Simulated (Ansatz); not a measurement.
## Heat of formation of CBrCl2F (bromodichlorofluoromethane) from total energies

CBrCl2F: 5 atoms, total charge 0, spin state singlet. As SMILES, `FC(Cl)(Cl)Br`. The coordinates come from a PBE0-D4/def2-TZVP relaxation.

Total energies at CCSD(T)/cc-pVDZ, 21 core orbitals frozen (Ansatz 0.2.0); the atoms run unrestricted:

| species | state | energy (Eh) |
| --- | --- | --- |
| CBrCl2F | singlet | -3629.440303 |
| F | doublet | -99.527574 |
| C | triplet | -37.760377 |
| Cl | doublet | -459.598893 |
| Br | doublet | -2572.487181 |

Harmonic wavenumbers at PBE0-D4/def2-TZVP, in cm⁻¹: 202, 216, 306, 340, 397, 513, 794, 840, 1118.

Measured heats of formation of the gaseous atoms at 298.15 K, in kJ/mol: F 79.4, C 716.9, Cl 121.3, Br 111.9. Spin-orbit lowering of the atoms at 298 K (mean of the ground term's levels less their thermal mean, from spectra), in kJ/mol: F 1.29, C 0.02, Cl 3.44, Br 14.69. Take 1 Eh = 2625.50 kJ/mol, 1 cm⁻¹ = 0.0119627 kJ/mol, RT = 2.479 kJ/mol.

Q: Work out the heat of formation of the gas at 298 K.

A: 
1. Electronic atomisation energy: (-99.527574) + (-37.760377) + 2 × (-459.598893) + (-2572.487181) − (-3629.440303) = 0.467385 Eh = 1227.1 kJ/mol.
2. Zero-point energy: half the sum of the wavenumbers, 2363 cm⁻¹ = 28.3 kJ/mol.
3. Thermal vibrational enthalpy, Σ hcν̃/(exp(hcν̃/kT) − 1): 6.8 kJ/mol. Translation, rotation and pV of a non-linear molecule: 4 RT = 9.9 kJ/mol.
4. The 5 free atoms carry 5/2 RT each: 31.0 kJ/mol.
5. Spin-orbit coupling lowers the free atoms by 1.29 + 0.02 + 2 × 3.44 + 14.69 = 22.9 kJ/mol.
6. Atomisation enthalpy at 298 K: 1227.1 − 22.9 − 28.3 − 6.8 − 9.9 + 31.0 = 1190.2 kJ/mol.
7. Sum of the atoms' heats of formation: 1150.8 kJ/mol. Heat of formation: 1150.8 − 1190.2 = -39.4 kJ/mol.

The tabulated value is -240.0 kJ/mol (Active Thermochemical Tables), so this level is off by +200.6 kJ/mol, or 14.4 % of the atomisation enthalpy. Coupled cluster needs large bases for atomisation: in a finite one the molecule is underbound. Relativity is left out. A double-zeta basis underbinds. Anharmonicity and any spin-orbit splitting of the molecule are left out, and so is core correlation.
